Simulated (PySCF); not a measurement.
Electron correlation in Cl²⁺ (chlorine, charge +2)

[Ne] 3s2 3p3, high-spin 4S determinant. Calculation: PySCF 2.14, in cc-pVTZ-DK (5s4p2d1f, 34 functions); scalar relativity by spin-free X2C-1e. Frozen: [Ne]; 5 electrons correlated.

MP2 pair energies summed by pair of shells (mhartree):

```tsv
pair	energy	share (%)
3s-3p	-63.41	66.4
3p-3p	-22.11	23.2
3s-3s	-9.98	10.4
```

Total MP2 correlation energy: -95.49 mhartree.

Same-spin part -25.49 and opposite-spin part -70.00 mhartree; SCS-MP2 scales them by 1/3 and 6/5 to -92.50 mhartree.

```tsv
level	correlation energy (mhartree)
CCSD	-115.66
(T)	-3.16
CCSD(T)	-118.82
```

Diagnostics: T1 = 0.0028, D1 = 0.0075, largest double amplitude 0.061.

Is a single reference adequate?

Yes: T1 lies below 0.03 and no double amplitude reaches 0.07.
